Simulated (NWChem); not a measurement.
System: CH₅NOSi₂; SMILES C1=N[SiH2][SiH2]O1

NWChem input:

```
start job
memory heap 200 mb stack 900 mb global 1100 mb
geometry units angstroms noautosym nocenter noautoz
  C      1.604487    -0.061477     0.000000
  N      1.046748    -1.204806     0.000000
  Si    -0.720762    -1.191322     0.000000
  Si    -0.732473     1.155259     0.000000
  O      0.998157     1.163657     0.000000
  H      2.690803     0.055813     0.000000
  H     -1.267638    -1.861052     1.208503
  H     -1.267638    -1.861052    -1.208503
  H     -1.186911     1.888127    -1.209564
  H     -1.186911     1.888127     1.209564
end
basis spherical
  * library 6-31g*
end
dft
  xc pbe0
  iterations 150
end
cosmo
  do_cosmo_smd true
  solvent dcm
end
task dft energy
```

Excerpt of the output:

```
             Northwest Computational Chemistry Package (NWChem) 7.3.0
             --------------------------------------------------------

                             Geometry "geometry" -> ""
                             -------------------------

 Output coordinates in angstroms (scale by  1.889725989 to convert to a.u.)

  No.       Tag          Charge          X              Y              Z
 ---- ---------------- ---------- -------------- -------------- --------------
    1 C                    6.0000     1.60448700    -0.06147700     0.00000000
    2 N                    7.0000     1.04674800    -1.20480600     0.00000000
    3 Si                  14.0000    -0.72076200    -1.19132200     0.00000000
    4 Si                  14.0000    -0.73247300     1.15525900     0.00000000
    5 O                    8.0000     0.99815700     1.16365700     0.00000000
    6 H                    1.0000     2.69080300     0.05581300     0.00000000
    7 H                    1.0000    -1.26763800    -1.86105200     1.20850300
    8 H                    1.0000    -1.26763800    -1.86105200    -1.20850300
    9 H                    1.0000    -1.18691100     1.88812700    -1.20956400
   10 H                    1.0000    -1.18691100     1.88812700     1.20956400

 Effective nuclear repulsion energy (a.u.)     282.9946081383

                                 NWChem DFT Module
                                 -----------------

 Summary of "ao basis" -> "ao basis" (spherical)
 ------------------------------------------------------------------------------
       Tag                 Description            Shells   Functions and Types
 ---------------- ------------------------------  ------  ---------------------
 C                           6-31g*                  6       14   3s2p1d
 N                           6-31g*                  6       14   3s2p1d
 Si                          6-31g*                  8       18   4s3p1d
 O                           6-31g*                  6       14   3s2p1d
 H                           6-31g*                  2        2   2s

 in cosmo_initialize ...
 calling solv_data for solv:dcm

 solvent parameters
 solvname_short: dcm
 solvname_long:  dichloromethane
 dielec:        8.9300
 dielecinf:     2.0283
 nonaqueous SMD model solvent descriptors
 dielec:        8.9300
 sola:          0.1000
 solb:          0.0500
 solc:          0.0000
 solg:         39.1500
 solh:          0.6670
 soln:          1.4242

          ---------------
          -cosmo- solvent
          ---------------
 Cosmo: York-Karplus, doi: 10.1021/jp992097l
 dielectric constant -eps-     =   8.93
 screen = (eps-1)/(eps    )    =   0.88802
 surface charge correction     = lagrangian

   van der Waals surface
 --------------------------

 ---------- ATOMIC COORDINATES (A.U.) ------------ VDWR(ANG.) --
     1    3.03204078   -0.11617468    0.00000000     1.850
     2    1.97806690   -2.27675321    0.00000000     1.890
     3   -1.36204268   -2.25127214    0.00000000     2.470
     4   -1.38417326    2.18312296    0.00000000     2.470
     5    1.88624322    2.19899287    0.00000000     2.114
     6    5.08488036    0.10547128    0.00000000     1.200
     7   -2.39548847   -3.51687833    2.28373953     1.200
     8   -2.39548847   -3.51687833   -2.28373953     1.200
     9   -2.24293656    3.56804266   -2.28574453     1.200
    10   -2.24293656    3.56804266    2.28574453     1.200
 number of segments per atom =        128
 number of   points per atom =        128
 atom (   nspa,  nppa )
 ----------------------
    1 (     32,     0 )       0
    2 (     50,     0 )       0
    3 (     78,     0 )       0
    4 (     72,     0 )       0
    5 (     62,     0 )       0
    6 (     50,     0 )       0
    7 (     33,     0 )       0
    8 (     33,     0 )       0
    9 (     31,     0 )       0
   10 (     31,     0 )       0
 number of -cosmo- surface points =      472
 molecular surface =    134.996 angstrom**2
 molecular volume  =    134.114 angstrom**3
 -lineq- algorithm             =   0
 -bem- low  level              =   3
 -bem- from -octahedral-
 gaussian surface charge width =   4.50000
 degree of switching           =   1.00000
 switching function tolerance  =   0.00010
 atomic radii =
 --------------
    1  6.000  1.850
    2  7.000  1.890
    3 14.000  2.470
    4 14.000  2.470
    5  8.000  2.114
    6  1.000  1.200
    7  1.000  1.200
    8  1.000  1.200
    9  1.000  1.200
   10  1.000  1.200
 ...... end of -cosmo- initialization ......

 nat:                    10
 ixmem:                  5529
 calling mnsol_interface()
 G(SMD-CDS) energy (kcal/mol)  =     0.405
 SMD-CDS SASA (angstrom**2)    =   152.527

            General Information
            -------------------
          SCF calculation type: DFT
          Wavefunction type:  closed shell.
          No. of atoms     :    10
          No. of electrons :    54
           Alpha electrons :    27
            Beta electrons :    27
          Charge           :     0
          Spin multiplicity:     1
          Use of symmetry is: off; symmetry adaption is: off
          Maximum number of iterations: 150
          AO basis - number of functions:    88
                     number of shells:    44
          Convergence on energy requested:  1.00D-06
          Convergence on density requested:  1.00D-05
          Convergence on gradient requested:  5.00D-04

              XC Information
              --------------
                         PBE0 Method XC Functional
                     Hartree-Fock (Exact) Exchange  0.250
          PerdewBurkeErnzerhof Exchange Functional  0.750
            Perdew 1991 LDA Correlation Functional  1.000 local
           PerdewBurkeErnz. Correlation Functional  1.000 non-local

             Grid Information
             ----------------
          Grid used for XC integration:  medium
          Radial quadrature: Mura-Knowles
          Angular quadrature: Lebedev.
          Tag              B.-S. Rad. Rad. Pts. Rad. Cut. Ang. Pts.
          ---              ---------- --------- --------- ---------
          C                   0.70       49          10.0       434
          N                   0.65       49          10.0       434
          Si                  1.10       88          10.0       590
          O                   0.60       49          10.0       434
          H                   0.35       45          11.0       434
          Grid pruning is: on
          Number of quadrature shells:   548
          Spatial weights used:  Erf1

      Superposition of Atomic Density Guess
      -------------------------------------

 Sum of atomic energies:        -746.83412236

      Non-variational initial energy
      ------------------------------

 Total energy =    -749.021430
 1-e energy   =   -1594.479879
 2-e energy   =     562.463841
 HOMO         =      -0.289177
 LUMO         =       0.026243

   convergence    iter        energy       DeltaE   RMS-Dens  Diis-err
 ---------------- ----- ----------------- --------- --------- ---------
     COSMO gas phase
 d= 0,ls=0.0,diis     1   -749.5258863140 -1.03D+03  1.54D-02  8.40D-01
 d= 0,ls=0.0,diis     2   -749.4402717396  8.56D-02  9.39D-03  1.73D+00
 d= 0,ls=0.0,diis     3   -749.6229574065 -1.83D-01  2.88D-03  6.13D-02
 d= 0,ls=0.0,diis     4   -749.6261342203 -3.18D-03  1.31D-03  3.95D-02
 d= 0,ls=0.0,diis     5   -749.6301372912 -4.00D-03  2.33D-04  4.88D-04
  Resetting Diis
 d= 0,ls=0.0,diis     6   -749.6301953640 -5.81D-05  5.66D-05  1.59D-05
 d= 0,ls=0.0,diis     7   -749.6301978855 -2.52D-06  2.27D-05  9.39D-07
 d= 0,ls=0.0,diis     8   -749.6301978205  6.50D-08  1.18D-05  1.65D-06
 d= 0,ls=0.0,diis     9   -749.6301980373 -2.17D-07  2.09D-06  5.76D-08

   convergence    iter        energy       DeltaE   RMS-Dens  Diis-err
 ---------------- ----- ----------------- --------- --------- ---------
     COSMO solvation phase
 d= 0,ls=0.0,diis     1   -749.6345667679 -4.37D-03  1.57D-03  1.80D-03
 d= 0,ls=0.0,diis     2   -749.6349217065 -3.55D-04  4.08D-04  2.09D-03
 d= 0,ls=0.0,diis     3   -749.6351381880 -2.16D-04  1.56D-04  2.91D-04
 d= 0,ls=0.0,diis     4   -749.6351667200 -2.85D-05  5.98D-05  4.98D-05
 d= 0,ls=0.0,diis     5   -749.6351714985 -4.78D-06  1.69D-05  4.73D-06
 d= 0,ls=0.0,diis     6   -749.6351719399 -4.41D-07  4.44D-06  2.48D-07

         Total DFT energy =     -749.635171939917
      One electron energy =    -1597.956249032853
           Coulomb energy =      629.546814718362
    Exchange-Corr. energy =      -64.249613487572
 Nuclear repulsion energy =      282.994608138296

             COSMO energy =        0.029267723849

 Numeric. integr. density =       53.999984819547

                                COSMO-SMD solvation results
                                ---------------------------

             internal energy in gas <Psi(g)|H|Psi(g)> =      -749.630198037313
         internal energy in solvent <Psi(s)|H|Psi(s)> =      -749.629486335751
                               delta internal energy  =         0.000711701562 (    0.45 kcal/mol)
   total free energy in solvent <Psi(s)|H+V/2|Psi(s)> =      -749.635817733451
 polarization energy contribution <Psi(s)|V/2|Psi(s)> =        -0.006331397700 (   -3.97 kcal/mol)
    total free energy in solvent including G(SMD-CDS) =      -749.635171939917
                       G(SMD-CDS) energy contribution =         0.000645793534 (    0.41 kcal/mol)
     1 M fixed-concentration free energy of solvation =        -0.004973902604 (   -3.12 kcal/mol)

                       DFT Final Molecular Orbital Analysis
                       ------------------------------------

 Vector   25  Occ=2.000000D+00  E=-3.212475D-01
              MO Center=  1.7D-01, -2.3D-01,  1.0D-09, r^2= 3.7D+00
   Bfn.  Coefficient  Atom+Function         Bfn.  Coefficient  Atom+Function
  ----- ------------  ---------------      ----- ------------  ---------------
    36      0.327396   3 Si py               68      0.302265   5 O  py
    54     -0.233402   4 Si py               18      0.230700   2 N  py
    72      0.230717   5 O  py               67      0.186202   5 O  px
    22      0.179540   2 N  py               17     -0.160346   2 N  px
    34      0.144010   3 Si s                32     -0.130540   3 Si py

 Vector   26  Occ=2.000000D+00  E=-2.956025D-01
              MO Center=  5.6D-01, -2.2D-01,  9.1D-10, r^2= 3.6D+00
   Bfn.  Coefficient  Atom+Function         Bfn.  Coefficient  Atom+Function
  ----- ------------  ---------------      ----- ------------  ---------------
    19      0.381978   2 N  pz               69     -0.374193   5 O  pz
    73     -0.300508   5 O  pz               23      0.292744   2 N  pz
    82     -0.182649   7 H  s                84      0.182649   8 H  s
     5      0.181223   1 C  pz               86     -0.149998   9 H  s
    88      0.149998  10 H  s                 9      0.103598   1 C  pz

 Vector   27  Occ=2.000000D+00  E=-2.701194D-01
              MO Center=  3.0D-01, -5.1D-01,  1.6D-09, r^2= 3.5D+00
   Bfn.  Coefficient  Atom+Function         Bfn.  Coefficient  Atom+Function
  ----- ------------  ---------------      ----- ------------  ---------------
    17      0.321951   2 N  px               54     -0.306930   4 Si py
    18     -0.275152   2 N  py               22     -0.232825   2 N  py
    21      0.217602   2 N  px               36      0.214096   3 Si py
    35     -0.188945   3 Si px               20      0.170367   2 N  s
    70      0.134060   5 O  s                58     -0.124020   4 Si py

 Vector   28  Occ=0.000000D+00  E=-7.161430D-03
              MO Center=  6.7D-01, -3.0D-01,  3.4D-08, r^2= 3.6D+00
   Bfn.  Coefficient  Atom+Function         Bfn.  Coefficient  Atom+Function
  ----- ------------  ---------------      ----- ------------  ---------------
     9      0.512291   1 C  pz                5      0.476657   1 C  pz
    41     -0.407692   3 Si pz               82      0.401376   7 H  s
    84     -0.401376   8 H  s                23     -0.310689   2 N  pz
    86     -0.281958   9 H  s                88      0.281958  10 H  s
    19     -0.248002   2 N  pz               59     -0.241261   4 Si pz

 Vector   29  Occ=0.000000D+00  E=-5.303066D-03
              MO Center= -9.1D-01,  4.2D-01, -3.3D-08, r^2= 4.8D+00
   Bfn.  Coefficient  Atom+Function         Bfn.  Coefficient  Atom+Function
  ----- ------------  ---------------      ----- ------------  ---------------
    57      0.752710   4 Si px               39      0.529066   3 Si px
    70     -0.344449   5 O  s                53      0.295307   4 Si px
     6     -0.276956   1 C  s                20     -0.245419   2 N  s
    38      0.243698   3 Si s                21      0.230181   2 N  px
    71      0.205994   5 O  px               86      0.196854   9 H  s

 Vector   30  Occ=0.000000D+00  E= 2.258486D-02
              MO Center= -8.7D-01, -3.5D-01, -3.1D-10, r^2= 6.0D+00
   Bfn.  Coefficient  Atom+Function         Bfn.  Coefficient  Atom+Function
  ----- ------------  ---------------      ----- ------------  ---------------
    56     -1.177046   4 Si s                38      1.121896   3 Si s
    40      1.077354   3 Si py               58      1.072560   4 Si py
    39     -0.555987   3 Si px               35     -0.270321   3 Si px
    36      0.262781   3 Si py               57      0.256006   4 Si px
    54      0.245654   4 Si py               20      0.213329   2 N  s

     Multipole analysis of the density
     ---------------------------------

     L   x y z        total         alpha         beta         nuclear
     -   - - -        -----         -----         ----         -------
     0   0 0 0     -0.000000    -27.000000    -27.000000     54.000000

     1   1 0 0     -0.646387     -2.568026     -2.568026      4.489666
     1   0 1 0      0.464177      0.126422      0.126422      0.211334
     1   0 0 1      0.000000      0.000000      0.000000      0.000000

     2   2 0 0    -30.274477   -120.738132   -120.738132    211.201786
     2   1 1 0      1.066594     -0.240271     -0.240271      1.547136
     2   1 0 1     -0.000000     -0.000000     -0.000000      0.000000
     2   0 2 0    -36.478696   -149.709423   -149.709423    262.940150
     2   0 1 1     -0.000000     -0.000000     -0.000000      0.000000
     2   0 0 2    -33.243070    -27.061630    -27.061630     20.880189
```

Level: PBE0/6-31G* (spherical d), SMD on the gas-phase geometry. Coordinates come from a B3LYP/6-31G* (spherical d) optimisation. Solvent: dichloromethane.
